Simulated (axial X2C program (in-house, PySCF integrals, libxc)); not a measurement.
Levels of OsP by electron attachment to OsP⁺ (EOM-EA-CCSD)

Computed with an in-house all-electron X2C program for linear molecules (integrals from PySCF): two-component X2C with atomic mean-field Coulomb and Gaunt terms, Gaussian nuclei, basis Os dyall-acv3z, P dyall-av3z with contracted cores.

R = 1.852 Å (0.920 times 2.013 Å, the PBE0 minimum at charge 0 for the lowest determinant).

Levels of OsP obtained by attaching an electron to OsP⁺:

```csv
Ω,binding energy (eV),above lowest (cm⁻¹),attached spinor,one-particle weight
5/2,7.914,0,94% Os dδ,0.89
1/2,6.893,8230,"41% P pπ, 26% Os pπ, 20% Os dπ",0.94
3/2,6.420,12048,"39% P pπ, 28% Os dπ, 23% Os pπ",0.92
1/2,5.392,20338,"44% Os pσ, 19% Os sσ, 12% P pσ",0.95
```

(1) Take the first Ω = 1/2 and Ω = 3/2 rows of π character: how far apart are they, and which lies lower?

This point took 23 s on 1 thread of Arm Neoverse V2, with other jobs on the host.

Reference electrons by ω block (each with its −ω partner): 1/2: 27, 3/2: 13, 5/2: 4, 7/2: 1. 12 electrons of OsP⁺ correlated (inner shells frozen), 92 natural virtual spinors (a truncated set); levels can be off by some tenths of an eV. Roots sought by Ω: (1/2: 5, 3/2: 4, 5/2: 2, 7/2: 1); the list ends where they run out and leaves out roots under 60 % one-particle weight. The solver can skip a root, and states that need a further excitation, which the method places far too high, are missing though they may lie low or lowest. T1 of the reference 0.035 (Lee–Taylor). The reference was not checked to be the lowest state of its species. Number of frozen shells: Os 5 s, 4 p, 2 d, 1 f; P 2 s, 1 p. Large amplitudes in the reference (orbital relaxation or multireference character) lower the reliability.

## Answers

(1) E(3/2) − E(1/2) = 12048 − 8230 = 3818 cm⁻¹ at EOM-EA-CCSD: regular, Ω = 1/2 lower. Splittings at this level can be off by ten to twenty per cent.
